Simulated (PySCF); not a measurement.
# Gas-phase thermal properties of BI₃

Method: PySCF energies (xtb for GFN2) plus ideal-gas RRHO corrections (1 bar). All species are closed-shell singlets. I: scalar-relativistic def2 core potential, no spin-orbit coupling. The harmonic model lacks anharmonicity and excited electronic states, which grow with temperature; levels with a mode under 35 cm⁻¹ are left out. Soft modes under 120 cm⁻¹ make the harmonic entropy rough for BI₃.

```csv
level,point group,σ,ZPE (kJ/mol),S°298 (J/mol/K),Cp298 (J/mol/K),S°1000 (J/mol/K),H1000 − H298 (kJ/mol)
GFN2-xTB,D3h,6,13.1,348.8,70.6,442.5,55.0
PBE/def2-SVP,D3h,6,12.6,350.5,71.1,444.5,55.2
PBE0/def2-TZVP,D3h,6,13.0,349.4,70.7,443.1,55.1
```
σ: rotational symmetry number. Electronic degeneracy used: 1. Frequencies are unscaled.
